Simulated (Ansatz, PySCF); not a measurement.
Nb(OH)4(SH) (H5NbO4S), SMILES [OH][Nb]([OH])([OH])([OH])[SH], multiplicity 1. Atoms are numbered in the order given.

```xyz
11

Nb     0.1757    -0.2767    -0.1766
O      1.5276     1.0280    -0.3053
H      1.7870     1.9413    -0.1710
O      1.2828    -1.5409     0.6907
H      2.2236    -1.3956     0.8419
O     -0.0027    -0.4786    -2.0498
H     -0.7354    -0.9683    -2.4411
O     -1.4339    -1.1831     0.2009
H     -2.2741    -1.0810     0.6567
S     -1.0715     1.4264     1.0666
H     -0.1964     2.4532     1.0694
```

Geometry optimised at PBE0-D3(BJ)/def2-SVP. The multiplicity is an assumed one; other spin states were not compared. The def2 effective core potentials stand for the cores of Nb; spin–orbit coupling is left out. Other conformers were not sampled.

Two levels are set side by side: PBE-D3(BJ)/def2-SVP (Ansatz, an electronic-structure program) and PBE0-D3(BJ)/def2-SVP (Ansatz). Each level has its own optimised geometry; the coordinates shown are those of the second. Frequencies come from the Hessian of PySCF at each geometry. Differences are taken from unrounded values.

```csv
quantity,PBE0-D3(BJ)
mean bond length (Å),1.520
bond Nb1–O2 (Å),1.883
bond Nb1–O4 (Å),1.891
bond Nb1–O6 (Å),1.893
bond Nb1–O8 (Å),1.885
bond Nb1–S10 (Å),2.450
bond O2–H3 (Å),0.959
bond O4–H5 (Å),0.964
bond O6–H7 (Å),0.964
bond O8–H9 (Å),0.961
bond S10–H11 (Å),1.349
highest harmonic wavenumber (cm⁻¹),3981
mean harmonic wavenumber (cm⁻¹),1024
zero-point energy (kcal/mol),39.51
```

### Question
What does PBE-D3(BJ) give, and how far is it from PBE0-D3(BJ)? (The exact figures need the calculation; the answer reports its results.)

### Answer

```
quantity                            PBE-D3(BJ)  PBE-D3(BJ) minus PBE0-D3(BJ)
----------------------------------  ----------  ----------------------------
mean bond length (Å)                     1.536                         0.016
bond Nb1–O2 (Å)                          1.902                         0.019
bond Nb1–O4 (Å)                          1.913                         0.022
bond Nb1–O6 (Å)                          1.914                         0.022
bond Nb1–O8 (Å)                          1.905                         0.020
bond Nb1–S10 (Å)                         2.468                         0.018
bond O2–H3 (Å)                           0.970                         0.011
bond O4–H5 (Å)                           0.975                         0.011
bond O6–H7 (Å)                           0.976                         0.011
bond O8–H9 (Å)                           0.973                         0.012
bond S10–H11 (Å)                         1.362                         0.013
highest harmonic wavenumber (cm⁻¹)        3809                          -172
mean harmonic wavenumber (cm⁻¹)            980                           -43
zero-point energy (kcal/mol)             37.84                         -1.67
```

GGA bonds tend to be longer and softer than those of functionals with exact exchange. Differences between two approximate levels are no errors against the true value.
